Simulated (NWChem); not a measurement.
System: C3HCl2F; SMILES FC=C=C(Cl)Cl

All runs: NWChem. Structure relaxed at the PBE0/def2-SVP level. Total energies compare along this basis series because the functional is fixed.

```json
[
 {"level": "B3LYP/pcseg-1", "basis functions": "97", "energy (Ha)": "-1135.0293", "highest occupied level (eV)": "-7.74", "orbital gap (eV)": "6.32", "dipole (D)": "1.39", "relative time": "4"},
 {"level": "B3LYP/aug-pcseg-1", "basis functions": "155", "energy (Ha)": "-1135.0419", "highest occupied level (eV)": "-7.74", "orbital gap (eV)": "6.21", "dipole (D)": "1.27", "relative time": "10"},
 {"level": "B3LYP/pcseg-2", "basis functions": "202", "energy (Ha)": "-1135.2397", "highest occupied level (eV)": "-7.70", "orbital gap (eV)": "6.25", "dipole (D)": "1.31", "relative time": "10"},
 {"level": "B3LYP/STO-3G", "basis functions": "39", "energy (Ha)": "-1122.1471", "highest occupied level (eV)": "-5.64", "orbital gap (eV)": "6.96", "dipole (D)": "2.37", "relative time": "1"},
 {"level": "B3LYP/def2-SVP", "basis functions": "97", "energy (Ha)": "-1134.6468", "highest occupied level (eV)": "-7.43", "orbital gap (eV)": "6.37", "dipole (D)": "1.20", "relative time": "3"}
]
```

Times are rough ratios from one shared machine.
